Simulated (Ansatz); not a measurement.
Mulliken charges of C$_{2}$HBr$_{2}$F, SMILES `F/C(Br)=C\Br` from B3LYP/def2-TZVPP in Ansatz (PBE0-D4/def2-TZVP geometry).

```
atom   x (Å)   y (Å)   z (Å)  charge (e)
  F1   1.701   0.325   0.036      -0.153
  C2   0.469   0.062   0.415       0.164
 Br3   0.275  -0.059   2.270      -0.006
  C4  -0.540  -0.101  -0.424      -0.135
 Br5  -0.327   0.024  -2.273      -0.011
  H6  -1.536  -0.315  -0.070       0.140
```

By hand: the dipole of these point charges (1 e Å = 4.8032 D).

Σ q r = (-0.324, -0.070, 0.121) e Å, of length 0.353 e Å = 1.70 D.

How does the dipole of the full density compare? (Best estimate.)

Computed: (-0.208, -0.047, 0.133) e Å, 1.21 D; the point charges give 1.40 times that, at 12° from its direction.

Point charges leave out the atoms' own dipoles, such as those of lone pairs, and Mulliken's split depends on the basis, so the two needn't agree.

B3LYP here is the variant with VWN-RPA as its local correlation; programs differ in this.
